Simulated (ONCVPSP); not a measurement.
## Which change was made? (K, ONCV)

```
Element                 : K (Z = 19)
Generator               : ONCVPSP 4.0.1
Type                    : optimised norm-conserving Vanderbilt (ONCV)
Functional              : PBE
Relativity              : fully relativistic
Frozen core             : [Ne] 3s2
Valence charge          : 7
Reference configuration : 3p6 4s1
Partial waves           : 4s: rc 3.35 bohr, ncon 4, nbas 8, qcut 1.6 1/bohr, 3 projectors, debl 2.2 Ha; 3p: rc 1.40 bohr, ncon 4, nbas 7, qcut 6 1/bohr, 1 projector; d scattering state at 0.26 Ha: rc 3.05 bohr, ncon 3, nbas 7, qcut 2.6 1/bohr, 2 projectors, debl 0.6 Ha
Local potential         : polynomial inside 1.20 bohr (lpopt 5, dvloc0 1 Ha)
Core correction         : none
```

Open shells are filled in proportion to 2j + 1.

Cutoffs, loose and tight: the cutoffs (Ha) at which the residual kinetic energy of the hardest occupied pseudo-wave falls to 1 and 0.1 mHa per electron. They do not see the model core or the augmentation charge, which bear on the density cutoff. Test errors are all-electron minus pseudo excitation energies from the reference, over the configurations 3p6 4s0; 3p6 4s0.5; 3p6 4s0 4p1; 3p5 4s1; variants that change the core or the reference have their own tests.

The base gives: outcome: generated; cutoff, loose: 11 Ha; cutoff, tight: 36 Ha; bound ghosts: none; GHOST(+) flags above zero: s; largest test error (meV): -109.

Question: After one change the result is: outcome: generated; cutoff, loose: 19 Ha; cutoff, tight: 28 Ha; bound ghosts: none; GHOST(+) flags above zero: s; largest test error (meV): -132. Which change was it?
A. s: rc 4.4
B. d: debl 1.95
C. s: qcut 2.2; p: qcut 8.4; d: qcut 3.7

Answer: C. The others give: s: rc 4.4 → outcome: generated; cutoff, loose: 11 Ha; cutoff, tight: 36 Ha; bound ghosts: none; GHOST(+) flags above zero: s; largest test error (meV): -220 | d: debl 1.95 → outcome: generated; cutoff, loose: 11 Ha; cutoff, tight: 36 Ha; bound ghosts: d5/2; GHOST(+) flags above zero: s, d3/2; largest test error (meV): -109.
